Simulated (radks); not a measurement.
Values are calculated unless marked as measured or tabulated.
Problem. Species: neutral tellurium. Configuration: [Kr] 4d9.75 5s2 5p4 5d0.25 (fractional occupations, a model configuration). Code: a radial shooting solver on a logarithmic mesh with Libxc functionals. Model: Dirac Kohn-Sham, PBE, spin-unpolarised, spherical densities, point nucleus; open shells are shared between the two j in proportion to 2j + 1. Some entries of the table are withheld. Estimate them.

orbital,occ.,eigenvalue (hartree),<r^2> (bohr^2),<r> (bohr)
1s1/2,2,-1161.676,0.001048,0.02781
2s1/2,2,-178.2107,0.01688,0.1194
2p1/2,2,-166.9725,0.01250,0.1008
2p3/2,4,-156.8853,0.01379,0.1064
3s1/2,2,-35.58156,0.1185,0.3218
3p1/2,2,-30.96268,0.1133,0.3122
3p3/2,4,-29.08240,0.1215,0.3236
3d3/2,4,-20.93905,0.1029,0.2946
3d5/2,6,-20.54587,0.1053,0.2983
4s1/2,2,-6.16826,(1),0.7637
4p1/2,2,-4.57920,(2),0.8002
4p3/2,4,-4.22088,(3),0.8286
4d3/2,3.9,(4),1.081,(5)
4d5/2,5.85,(6),1.108,(7)
5s1/2,2,-0.63168,4.780,2.053
5p1/2,1.33333,(8),7.203,2.500
5p3/2,2.66667,(9),7.910,2.618
5d3/2,0.1,-0.01014,495.9,21.09
5d5/2,0.15,-0.01013,497.6,21.14

Solution. 
(1) 4s1/2 <r^2> (bohr^2): 0.6594
(2) 4p1/2 <r^2> (bohr^2): 0.7303
(3) 4p3/2 <r^2> (bohr^2): 0.7830
(4) 4d3/2 eigenvalue (hartree): -1.68364
(5) 4d3/2 <r> (bohr): 0.9593
(6) 4d5/2 eigenvalue (hartree): -1.62912
(7) 4d5/2 <r> (bohr): 0.9713
(8) 5p1/2 eigenvalue (hartree): -0.30509
(9) 5p3/2 eigenvalue (hartree): -0.27348
